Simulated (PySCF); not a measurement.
Stepwise substitution at one centre (Ge OH-SH). All species are isolated molecules in the gas phase. One relaxed conformer stands for each flexible species; it need not be the lowest. Strings in code marks are SMILES.

These are PBE-D3(BJ)/def2-TZVP // B3LYP-D3(BJ)/def2-TZVP in PySCF 2.14.0 values and carry that method's errors. All candidates: neutral, multiplicity 1. Excitations are Tamm–Dancoff values on a coarser integration grid. The basis has no diffuse functions, so Rydberg states are missing or too high.

The S1 excitation (TDA) comes out as 4.94 eV and the T1 excitation (TDA) is 4.58 eV. The HOMO is -6.55 eV.

Question: Which member has these values?
A. `[OH][Ge]([OH])([OH])[OH]`
B. `[SH][Ge]([SH])([SH])[SH]`
C. `[OH][Ge]([OH])([OH])[SH]`
D. `[OH][Ge]([OH])([SH])[SH]`

Answer: D, `[OH][Ge]([OH])([SH])[SH]`. The others give `[OH][Ge]([OH])([OH])[SH]`: 5.23 eV, 4.85 eV, -6.55 eV; `[OH][Ge]([OH])([OH])[OH]`: 6.21 eV, 5.89 eV, -7.40 eV; `[SH][Ge]([SH])([SH])[SH]`: 3.88 eV, 3.62 eV, -6.25 eV
